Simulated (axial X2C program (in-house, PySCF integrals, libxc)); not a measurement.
## Correcting the dissociation energy of InS for spin–orbit coupling

A spin-free CCSD(T) curve (one-electron X2C) was computed with an in-house all-electron X2C program for linear molecules (integrals from PySCF), basis In dyall-cv3z [11s12p9d4f1g], S dyall-av3z [9s8p3d2f] (cores contracted in-house), for the state M_S = 1/2, Λ = 0 (beyond evenly filled blocks: σα). It gives D0 = 3.059 eV to In + S, which in a spin-free picture are the weighted means of the ground terms.

Correlated methods: 9 electrons correlated (number of frozen shells: In 4 s, 3 p, 2 d; S 2 s, 1 p), 259 virtual spin orbitals or spinors in MP2, 90 natural virtuals in coupled cluster.

Measured levels of the ground terms (NIST Handbook of Basic Atomic Spectroscopic Data), in cm⁻¹: In 2P: J = 1/2 at 0, J = 3/2 at 2212.6; S 3P: J = 2 at 0, J = 1 at 396.1, J = 0 at 573.6.

The molecular state has Λ = 0, so it has no first-order lowering.

(1) How far does each ground level lie under the (2J+1)-weighted mean of its term?

(2) Correct D0.

Second-order spin–orbit effects in the molecule, which grow quickly with Z, are left out. One determinant describes the state; a PBE0 search over occupations chose it and may have missed a lower one. De is counted from the lowest determinant-based energies of the atoms at the same level, without counterpoise correction. CCSD and (T) use frozen natural virtuals with an MP2 correction for the truncation; (T) itself is uncorrected, so its De runs slightly low. Other states lie close and PBE0, whose exact exchange favours high spin, may order them wrongly; the determinant shown need not be the ground state. The nearest other spin-free determinant of the search, M_S = 1/2, Λ = 1, lies 0.38 eV up at the distance of the search. With the outer-core shells frozen, correlated bond lengths of heavy atoms tend to come out a few hundredths of an ångström too long.

## Answers

(1) In: (2 × 0 + 4 × 2212.6)/6 = 1475 cm⁻¹; S: (5 × 0 + 3 × 396.1 + 1 × 573.6)/9 = 196 cm⁻¹.

(2) D0 = 3.059 + (0 − 1671)/8065.5 = 2.852 eV at CCSD(T) with these spin–orbit terms.
